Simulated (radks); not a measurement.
Results of a calculation; reference values are marked as such.
Isoelectronic series with 4 electrons, all held in the configuration [He] 2s2, which need not be the ground one along the series. Code: a radial shooting solver on a logarithmic mesh with Libxc functionals. Model: scalar-relativistic Kohn-Sham, r2SCAN, spin-polarised, spherical densities, finite nucleus; meta-GGA in the generalised Kohn-Sham scheme; Fermi nuclear charge, rms radius of each element as measured or else 0.836 A^(1/3) + 0.57 fm. Total energies (hartree) and mean radii <r> (bohr) (* marks an orbital that is empty in some or all of the ions):

ion    E (hartree)     3d*     3s*      2p*       2s       1s
Mo38+  -2194.37387  0.2636  0.3285   0.1232   0.1436  0.03496
Tc39+  -2304.64527  0.2570  0.3201   0.1201   0.1400  0.03408
Ru40+  -2417.84604  0.2507  0.3121   0.1171   0.1364  0.03325
Rh41+  -2534.00320  0.2448  0.3044   0.1143   0.1331  0.03244
Pd42+  -2653.13850  0.2391  0.2971   0.1116   0.1299  0.03168
Ag43+  -2775.27891  0.2336  0.2901   0.1090   0.1268  0.03094
Cd44+  -2900.44711  0.2284  0.2835   0.1065   0.1238  0.03023
In45+  -3028.67524  0.2234  0.2770   0.1041   0.1210  0.02955
Sn46+  -3159.98686  0.2186  0.2709   0.1018   0.1183  0.02890
Sb47+  -3294.41296  0.2141  0.2650  0.09964   0.1156  0.02827
Te48+  -3431.98035  0.2097  0.2593  0.09754   0.1131  0.02767
I49+   -3572.72703  0.2054  0.2538  0.09552   0.1107  0.02708
Xe50+  -3716.67849  0.2014  0.2485  0.09357   0.1084  0.02652
Cs51+   -3863.8722  0.1975  0.2434  0.09170   0.1061  0.02598
Ba52+   -4014.3393  0.1937  0.2385  0.08990   0.1039  0.02545
La53+   -4168.1191  0.1901  0.2338  0.08816   0.1018  0.02495
Ce54+   -4325.2463  0.1866  0.2292  0.08647  0.09979  0.02445
Pr55+   -4485.7609  0.1832  0.2248  0.08485  0.09783  0.02398
